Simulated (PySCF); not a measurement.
# Working out the ionisation energy of Ge⁺

Ge⁺ [Ar] 3d10 4s2 4p1 (2P) → Ge²⁺ [Ar] 3d10 4s2 (1S). Calculation: PySCF 2.14, in x2c-TZVPPall with one added diffuse shell each of s, p, d type (7s6p5d1f, 57 functions); the spin-free X2C one-electron Hamiltonian (Gaussian nucleus). Frozen: [Ne]. Energies in hartree (1 hartree = 27.21139 eV):

```tsv
part	Ge⁺ (lower)	Ge²⁺ (upper)
UHF	-2096.776500	-2096.217895
MP2 opposite-spin	-0.214709	-0.206392
MP2 same-spin	-0.098897	-0.093301
```

Task: What does Hartree-Fock give?

Result: (-2096.217895) − (-2096.776500) = 0.558605 hartree = 15.200 eV.

Task: What do MP2 and SCS-MP2 (6/5 opposite-spin, 1/3 same-spin) give?

Result: The opposite-spin parts differ by 0.226 eV and the same-spin parts by 0.152 eV. MP2: 15.200 + (0.226) + (0.152) = 15.578 eV. SCS-MP2: 15.200 + 1.2 × (0.226) + (0.152)/3 = 15.522 eV.

Measured between the centres of the two terms (NIST): 15.789 eV, so MP2 (valence and next inner shell) is off by -0.211 eV.

What remains against the reference includes basis incompleteness, the frozen core and correlation beyond second order.
